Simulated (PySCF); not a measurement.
Radial density of Ne⁺ (neon, charge +1)

UHF, [He] 2s2 2p5, 2P determinant. Computed with PySCF 2.14 in cc-pVDZ-DK (3s2p1d, 14 functions), with scalar relativity by spin-free X2C-1e.

```json
{"r (bohr)": "0.00201", "4πr²ρ (e/bohr)": "0.03244", "4πr²(ρα − ρβ)": "0.0000"}
{"r (bohr)": "0.00339", "4πr²ρ (e/bohr)": "0.08973", "4πr²(ρα − ρβ)": "0.0000"}
{"r (bohr)": "0.00570", "4πr²ρ (e/bohr)": "0.2405", "4πr²(ρα − ρβ)": "0.0001"}
{"r (bohr)": "0.00958", "4πr²ρ (e/bohr)": "0.6146", "4πr²(ρα − ρβ)": "0.0003"}
{"r (bohr)": "0.0161", "4πr²ρ (e/bohr)": "1.507", "4πr²(ρα − ρβ)": "0.0008"}
{"r (bohr)": "0.0271", "4πr²ρ (e/bohr)": "3.392", "4πr²(ρα − ρβ)": "0.0020"}
{"r (bohr)": "0.0456", "4πr²ρ (e/bohr)": "6.619", "4πr²(ρα − ρβ)": "0.0055"}
{"r (bohr)": "0.0767", "4πr²ρ (e/bohr)": "10.10", "4πr²(ρα − ρβ)": "0.0191"}
{"r (bohr)": "0.129", "4πr²ρ (e/bohr)": "10.43", "4πr²(ρα − ρβ)": "0.0846"}
{"r (bohr)": "0.217", "4πr²ρ (e/bohr)": "6.561", "4πr²(ρα − ρβ)": "0.3188"}
{"r (bohr)": "0.365", "4πr²ρ (e/bohr)": "5.376", "4πr²(ρα − ρβ)": "0.7995"}
{"r (bohr)": "0.614", "4πr²ρ (e/bohr)": "7.621", "4πr²(ρα − ρβ)": "1.1274"}
{"r (bohr)": "1.03", "4πr²ρ (e/bohr)": "4.861", "4πr²(ρα − ρβ)": "0.6509"}
{"r (bohr)": "1.74", "4πr²ρ (e/bohr)": "0.9109", "4πr²(ρα − ρβ)": "0.1004"}
{"r (bohr)": "2.92", "4πr²ρ (e/bohr)": "0.03645", "4πr²(ρα − ρβ)": "0.0049"}
```

Densities and radii are taken from the X2C orbitals without a picture-change correction, which distorts them close to the nucleus.
